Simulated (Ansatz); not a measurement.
A structure relaxed at PBE-D4/def2-TZVP in Ansatz, charge 1, doublet:

| atom | x (Å) | y (Å) | z (Å) |
| --- | --- | --- | --- |
| Pb1 | -1.203 | -0.588 | 1.206 |
| Pb2 | 0.661 | 1.549 | -0.638 |
| S3 | 0.541 | -0.962 | -0.568 |

(1) Give its formula and point group.

(2) Summarise the bond lengths by kind (pairs closer than 1.2 times the sum of covalent radii, bridged metal pairs left out).

Answers

(1) Pb2S⁺. Point group C2v (tolerance 0.1 Å).

(2) 2 × Pb–S 2.52 Å.

In the def2 sets Pb takes a core potential; there is no spin–orbit coupling. The structure comes from a short search, and lower isomers may exist.
